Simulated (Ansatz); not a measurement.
Consider the redistribution: `N[SiH]([AlH2])[SiH3]` + `CBF` → `N[SiH]([SiH3])BF` + `[CH3][AlH2]`.

Computed with Ansatz on PBE0-D4/def2-TZVP structures; ΔE is electronic, products minus reactants. CCSD(T)/CBS is the MP2 limit (def2-TZVPP, def2-QZVPP) plus CCSD(T) − MP2 in def2-TZVPP, frozen cores. This one scheme is used for every species. DFT in def2-TZVPP. B3LYP here is the variant with VWN-RPA as its local correlation; programs differ in this. Each species was taken in one conformer, which may not be the lowest.

```
             level  ΔE (kJ/mol)  difference from CCSD(T)/CBS
            PBE-D4         41.0                          4.1
         r2SCAN-D4         38.0                          1.1
           PBE0-D4         42.4                          5.5
          B3LYP-D4         36.1                         -0.8
           ωB97X-V         35.4                         -1.5
           ωB97M-V         33.1                         -3.8
            B2PLYP         35.5                         -1.4
               PBE         40.9                          4.0
            r2SCAN         38.0                          1.1
              PBE0         42.2                          5.3
             B3LYP         35.8                         -1.1
     HF/def2-TZVPP         38.4                          1.5
    MP2/def2-TZVPP         35.4                         -1.5
SCS-MP2/def2-TZVPP         34.7                         -2.2
   CCSD/def2-TZVPP         37.6                          0.7
CCSD(T)/def2-TZVPP         37.5                          0.6
     HF/def2-QZVPP         38.0                          1.1
    MP2/def2-QZVPP         34.9                         -2.0
SCS-MP2/def2-QZVPP         34.2                         -2.7
      HF/CBS(def2)         38.0                          1.1
     MP2/CBS(def2)         34.8                         -2.1
    CCSD/CBS(def2)         36.9                          0.0
       CCSD(T)/CBS         36.9                            0
```

Largest T1 diagnostic among the species: 0.014.
